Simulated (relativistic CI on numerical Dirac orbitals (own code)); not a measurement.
# Radial parameters of Rb V

These numbers are calculated, not measured: Dirac-Coulomb-Breit CI, orbitals from a KLI potential per configuration, QED by a radiative potential, valence Slater integrals scaled by 0.85, P86 correlation energy added to each configuration (own radial code, finite nucleus).

Slater integrals F^k, G^k are unscaled and averaged over j, outside the closed core [Ar] 3d10; ζ comes from projecting the Hamiltonian with its Breit term on Σ l·s of the shell.

- 4s2.4p3: F^2(4p,4p) = 68762, ζ(4p) = 5933.9 cm⁻¹; <r>(4p) = 1.529, <r^2>(4p) = 2.65 (bohr units).
- 4s.4p4: F^2(4p,4p) = 68860, G^1(4s,4p) = 92489, ζ(4p) = 5911.2 cm⁻¹; <r>(4s) = 1.365, <r^2>(4s) = 2.105, <r>(4p) = 1.525, <r^2>(4p) = 2.641 (bohr units).
- 4s2.4p2.4d: F^2(4p,4p) = 69153, ζ(4p) = 6138.1, F^2(4p,4d) = 55371, G^1(4p,4d) = 67949, G^3(4p,4d) = 41848, ζ(4d) = 341.11 cm⁻¹; <r>(4p) = 1.518, <r^2>(4p) = 2.617, <r>(4d) = 1.987, <r^2>(4d) = 4.53 (bohr units).

In this model ζ of a weakly bound d, f or g electron outside closed shells comes out too small, for d by up to a factor of two or three and at times with the wrong sign; that of an outer p electron is too small as well.

Averages of the first 10 configurations, taken without configuration mixing, which lowers the lowest level and can move excited configurations by several eV; other configurations of the list can lie among them:

```json
{"Configuration": "4s2.4p3", "Parity": "odd", "States": "20", "Average energy above the lowest level (eV)": "3.9"}
{"Configuration": "4s.4p4", "Parity": "even", "States": "30", "Average energy above the lowest level (eV)": "23.5"}
{"Configuration": "4s2.4p2.4d", "Parity": "even", "States": "150", "Average energy above the lowest level (eV)": "30.4"}
{"Configuration": "4p5", "Parity": "odd", "States": "6", "Average energy above the lowest level (eV)": "46.5"}
{"Configuration": "4s.4p3.4d", "Parity": "odd", "States": "400", "Average energy above the lowest level (eV)": "48.9"}
{"Configuration": "4s2.4p2.4f", "Parity": "odd", "States": "210", "Average energy above the lowest level (eV)": "49.6"}
{"Configuration": "4s2.4p2.5s", "Parity": "even", "States": "30", "Average energy above the lowest level (eV)": "36.0"}
{"Configuration": "4s2.4p2.5p", "Parity": "odd", "States": "90", "Average energy above the lowest level (eV)": "41.7"}
{"Configuration": "4s.4p3.4f", "Parity": "even", "States": "560", "Average energy above the lowest level (eV)": "68.6"}
{"Configuration": "4s2.4p2.5d", "Parity": "even", "States": "150", "Average energy above the lowest level (eV)": "49.9"}
```
